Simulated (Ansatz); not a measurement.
## A ladder of methods for SiH4O4 (orthosilicic acid)

SiH4O4: 9 atoms, total charge 0, spin state singlet. SMILES: `O[Si](O)(O)O`. Geometry: optimised at B3LYP/def2-SVP. This is one conformer, not always the lowest.

```xyz
9

O    -0.9818    0.7892   -1.0702
Si    0.0000    0.0000    0.0000
O     1.5475    0.4390   -0.3801
O    -0.0411   -1.6513   -0.0589
O    -0.5247    0.4231    1.5092
H    -0.6182    0.9152   -1.9545
H     2.2373   -0.1665   -0.0838
H    -0.7505   -2.0688    0.4437
H    -0.8686    1.3201    1.5946
```

Each level gives the adiabatic electron affinity (to the doublet anion, shapes relaxed at B3LYP/def2-SVP, no zero-point term) (eV). The values are calculated.

The electron affinity is E(neutral) − E(anion): positive where the electron is bound.

```csv
level,kind,program,value (eV),less CCSD(T)/def2-SVP,CPU time (all runs)
HF/def2-SVP,Hartree–Fock,Ansatz,-3.39,-0.74,2.6 s
SVWN5/def2-SVP,LDA,Ansatz,-1.68,+0.97,1.9 s
BLYP/def2-SVP,GGA,Ansatz,-1.91,+0.74,4.2 s
r2SCAN/def2-SVP,meta-GGA,Ansatz,-2.03,+0.62,8.1 s
CAM-B3LYP/def2-SVP,range-separated hybrid,Ansatz,-2.21,+0.44,6.6 s
wB97M-V/def2-SVP,range-separated hybrid,Ansatz,-2.35,+0.30,18 s
RPA@PBE/def2-SVP,RPA,Ansatz,-2.39,+0.26,6.1 s
MP2/def2-SVP,perturbation theory,Ansatz,-2.68,-0.03,2.4 s
CCSD(T)/def2-SVP,coupled cluster or CI,Ansatz,-2.65,0.00,45 s
```

Differences are taken from CCSD(T)/def2-SVP for orientation; it has basis-set and higher-order errors of its own. The values span -3.39 to -1.68 eV. Negative values mean that the anion is unbound at that level; they are set by how diffuse the basis is and aren't properties of the molecule. Times are those of the runs behind each value, whatever else they computed, on shared processors of several kinds: orders of magnitude only.
